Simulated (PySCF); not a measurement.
Computed IR spectrum (relative IR intensity) of a molecule CH₈ClNSi₂. Geometry: PBE0-D3(BJ)/def2-SVP. Other conformers were not sampled. These are PBE0-D3(BJ)/def2-SVP (PySCF) values and carry that method's errors. Frequencies are harmonic and unscaled.

ν (cm⁻¹): 409 (w), 510 (m), 611 (w), 718 (m), 763 (w), 811 (m), 879 (s), 894 (s), 929 (m), 946 (vs), 960 (m), 1001 (w), 1208 (s), 1269 (w), 2220 (m), 2229 (m), 2255 (m), 2259 (m), 3609 (w) (against the strongest line: vs over 80 %, s over 45 %, m over 15 %, w over 4 %, vw less)

Question: Which structure fits?
(A) N[C@H]([SiH3])[SiH2]Cl
(B) C[Si@@H](Cl)N[SiH3]
(C) C[SiH2]N[SiH2]Cl
(D) CN[SiH2][SiH2]Cl

Answer: B, C[Si@@H](Cl)N[SiH3]
